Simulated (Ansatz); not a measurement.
Ansatz (a first-principles code) input (CCSD(T)/STO-3G):

Ansatz 0.2 input:
```yaml
crystal:
  periodic: [false, false, false]
  atoms:
    - {symbol: Si, position_ang: [-0.16123536, -0.55833638, 0.02615938]}
    - {symbol: Br, position_ang: [-0.09425713, 0.49946905, -1.87339119]}
    - {symbol: Br, position_ang: [0.07407028, 0.62467080, 1.83636823]}
    - {symbol: N, position_ang: [1.50778512, -1.48488530, -0.01830073]}
    - {symbol: N, position_ang: [-1.34415379, -1.73240864, 0.11945748]}
    - {symbol: H, position_ang: [1.55734346, -2.11084823, -0.82563641]}
    - {symbol: H, position_ang: [1.63208197, -2.05525780, 0.82152187]}
    - {symbol: H, position_ang: [-1.87419372, -2.02753028, -0.68800193]}
    - {symbol: H, position_ang: [-1.79807509, -1.97091332, 0.98957287]}
    - {symbol: H, position_ang: [2.30125873, -0.84257825, -0.07598138]}
basis:
  gaussian:
    orbitals: STO-3G
total_charge: 1
magnetization: {spin_polarized: false}
correlation: {method: ccsd_t, electrons: outside_noble_gas}
```

End of the output:

```
mean field -149263.09147625 eV, -5485.3174375949 hartree, gradient 9.4e-7 eV, S^2 0.000000; 0 other end points of the search recorded, 0 dependent functions left out
35 core orbitals not correlated
reference -149263.09147625 eV, -5485.3174375949 hartree; 16, 16 occupied and 9, 9 virtual orbitals, 663 factors
second order -4.06009203 eV of doubles, -0.00000000 eV of singles
coupled cluster: 0.07 GiB planned
cycle   1  -4.70268269 eV  change   -6.4e-1 eV  update   7.5e-2
cycle   2  -5.00730922 eV  change   -3.0e-1 eV  update   2.5e-2
cycle   3  -5.05834489 eV  change   -5.1e-2 eV  update   8.4e-3
cycle   4  -5.06264460 eV  change   -4.3e-3 eV  update   2.4e-3
cycle   5  -5.06183992 eV  change    8.0e-4 eV  update   7.2e-4
cycle   6  -5.06153264 eV  change    3.1e-4 eV  update   2.2e-4
cycle   7  -5.06144597 eV  change    8.7e-5 eV  update   5.6e-5
cycle   8  -5.06142675 eV  change    1.9e-5 eV  update   1.9e-5
perturbative correction -0.08550067 eV, -0.0031420917 hartree
Total energy: -149268.23840366 eV, -5485.5065836887 hartree
```

It need not be the lowest isomer of its formula.
